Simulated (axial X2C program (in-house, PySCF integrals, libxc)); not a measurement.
## Spin–orbit effects down a group: molecules with Na (ions), PBE0

All values come from calculations with an in-house all-electron X2C program for linear molecules (integrals from PySCF), spin-free (one-electron X2C) or two-component (2c: spin–orbit coupling with atomic mean-field Coulomb and Gaunt terms, which also bring small scalar terms), in Dyall basis sets with cores contracted in-house; open shells are unrestricted.

Basis sets: Na dyall-cv3z, Pb dyall-cv3z, Si dyall-v3z, Sn dyall-cv3z.

| molecule | spin-free state | Re (Å) | ωe (cm⁻¹) | De (eV) | 2c state | Re 2c (Å) | ωe 2c (cm⁻¹) | De 2c (eV) |
| --- | --- | --- | --- | --- | --- | --- | --- | --- |
| NaSi⁺ | M_S = 1, Λ = 1 | 3.128 | 148.7 | 0.51 | Ω = 2 | 3.128 | 148.6 | 0.50 |
| NaSn⁺ | M_S = 1, Λ = 1 | 3.337 | 114.8 | 0.65 | Ω = 0 | 3.302 | 131.8 | n/a |
| NaPb⁺ | M_S = 1, Λ = 1 | 3.400 | 106.3 | 0.69 | Ω = 0 | 3.322 | 111.6 | 0.57 |

Fragments in 2c: Si + Na+, Sn + Na+, Pb + Na+. Each entry is the lowest single determinant of a limited PBE0 search at one distance. De goes to single-determinant-based atoms at the same level (for ions the charge split of lowest energy) and is withheld (n/a) where an atom does not fit its ground term or J level. Main or longest-lived isotopes. One determinant is a doubtful description, or other states lie close, for NaSi⁺, NaSn⁺, NaPb⁺; these need not be ground states, and all values refer to the states named. Some open-shell Ω = 0 determinants are out of reach, so the Ω given for NaSi⁺ need not be the lowest component. With several unpaired electrons the Ω given is that of one determinant, not necessarily of the lowest component. Some light 2c atoms are not at their ground J level, so De misses part of their lowering (0.04 eV or less). The functionals have no current term, which raises determinants with orbital currents. Where the atoms have a lower orbital projection than the molecule, De at mean-field level may be about a tenth of an eV too small. The lowest determinant changes configuration between the Hamiltonians for NaSn⁺, NaPb⁺, so two states are compared there.
